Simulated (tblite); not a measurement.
Species: C4H6NSeSi (doublet state).
Numbering: `[SiH3:1][CH:2][c:3]1[cH:4][cH:5][se:6][n:7]1` (hydrogens: H8, H9, H10 on Si1; H11 on C2; H12 on C4; H13 on C5)
Bond orders are those of one Lewis drawing.

Computed with GFN2-xTB (tblite), gas phase: L-BFGS steps from a force-field or distance-geometry start until the largest atomic force falls under 0.01 eV/Å.

Step 29: E = -527.1230 eV
```
atom  x, y, z in Å  |  force x, y, z in eV/Å
Si1    -2.1699    0.4877    0.4104    0.184  -0.214  -0.090
C2     -0.9128   -0.8647    0.1360    0.258  -0.171  -0.141
C3      0.4511   -0.7395   -0.0772    0.002   0.028  -0.046
C4      1.1531    0.5288    0.0194   -0.067  -0.137  -0.135
C5      2.4380    0.4554   -0.3714   -0.006  -0.006  -0.067
Se6     2.8529   -1.3030   -0.8453   -0.080  -0.103   0.032
N7      1.2033   -1.7967   -0.4793   -0.190   0.576   0.171
H8     -1.7897    1.7057   -0.3070   -0.007   0.086   0.068
H9     -2.3595    0.7365    1.8392    0.004   0.084   0.033
H10    -3.3719   -0.0703   -0.1936   -0.235   0.063   0.006
H11    -1.3134   -1.8585   -0.0213    0.102  -0.038   0.072
H12     0.6872    1.4465    0.3348   -0.126  -0.121   0.024
H13     3.1271    1.2727   -0.4623    0.161  -0.048   0.072
```

Step 30: E = -527.1351 eV
```
atom  x, y, z in Å  |  force x, y, z in eV/Å
Si1    -2.1730    0.4789    0.4010    0.236  -0.196  -0.155
C2     -0.9128   -0.8730    0.1517    0.326   0.098  -0.193
C3      0.4476   -0.7261   -0.0826   -0.162  -0.006   0.068
C4      1.1514    0.5376    0.0195   -0.093  -0.147  -0.123
C5      2.4328    0.4611   -0.3767    0.157   0.000  -0.065
Se6     2.8388   -1.2937   -0.8531    0.061  -0.177  -0.048
N7      1.1934   -1.7775   -0.4875   -0.145   0.285   0.098
H8     -1.7756    1.6969   -0.3039   -0.020   0.092   0.015
H9     -2.3637    0.7422    1.8164   -0.032   0.111   0.247
H10    -3.3791   -0.0743   -0.1912   -0.266   0.040  -0.048
H11    -1.3022   -1.8652   -0.0051    0.054  -0.200   0.059
H12     0.6849    1.4413    0.3550   -0.171   0.075   0.050
H13     3.1530    1.2523   -0.4613    0.054   0.026   0.094
```

Step 31: E = -527.1445 eV
```
atom  x, y, z in Å  |  force x, y, z in eV/Å
Si1    -2.1684    0.4706    0.3998    0.135  -0.143  -0.067
C2     -0.9059   -0.8813    0.1455   -0.195  -0.095  -0.301
C3      0.4444   -0.7220   -0.0926    0.159  -0.024   0.061
C4      1.1392    0.5454   -0.0015    0.220   0.036  -0.110
C5      2.4315    0.4654   -0.3817   -0.043  -0.115   0.026
Se6     2.8582   -1.3134   -0.8182   -0.158   0.209   0.050
N7      1.2034   -1.7719   -0.4695   -0.158   0.023   0.030
H8     -1.7767    1.7097   -0.2788   -0.033   0.015   0.001
H9     -2.3426    0.7355    1.8226   -0.021   0.068   0.166
H10    -3.4011   -0.0571   -0.1758   -0.119   0.060  -0.015
H11    -1.3035   -1.8764   -0.0377    0.197   0.068   0.156
H12     0.6520    1.4496    0.3297    0.035  -0.131  -0.082
H13     3.1651    1.2464   -0.4594   -0.021   0.028   0.086
```

**Question.** Estimate the geometry and energy of step 32. (The exact step hangs on the optimiser's Hessian estimate; all steps are aligned on step 31, rigid shifts and turns removed.)

**Answer.** E = -527.1521 eV, largest force 0.214 eV/Å
```
atom  x, y, z in Å  |  force x, y, z in eV/Å
Si1    -2.1657    0.4695    0.3964    0.062  -0.103  -0.001
C2     -0.9072   -0.8840    0.1366   -0.030   0.152  -0.148
C3      0.4472   -0.7217   -0.0888   -0.007  -0.016   0.038
C4      1.1440    0.5435    0.0033    0.065   0.071  -0.056
C5      2.4324    0.4642   -0.3822    0.054  -0.059  -0.002
Se6     2.8494   -1.3088   -0.8316   -0.023   0.121   0.018
N7      1.2008   -1.7698   -0.4721   -0.124  -0.048   0.013
H8     -1.7829    1.7110   -0.2852   -0.018  -0.006   0.016
H9     -2.3505    0.7432    1.8234    0.010   0.033   0.044
H10    -3.3987   -0.0588   -0.1819   -0.103   0.064   0.001
H11    -1.2970   -1.8786   -0.0205    0.113  -0.118   0.073
H12     0.6585    1.4443    0.3443    0.024  -0.102  -0.080
H13     3.1654    1.2465   -0.4594   -0.024   0.011   0.086
```

The energy changes by -0.0076 eV. The first-order estimate −F·Δx gives -0.0115 eV and the mean of the old and new forces, exact on a quadratic surface, -0.0076 eV. The step makes an angle of 65° with the force vector and moves no atom by more than 0.019 Å.

What follows is the cost of the whole relaxation. Hardware: one thread, Intel Xeon at 2.60 GHz (x86_64), shared host with 96 logical CPUs at a one-minute load of 31. Cost: 0.86 s.
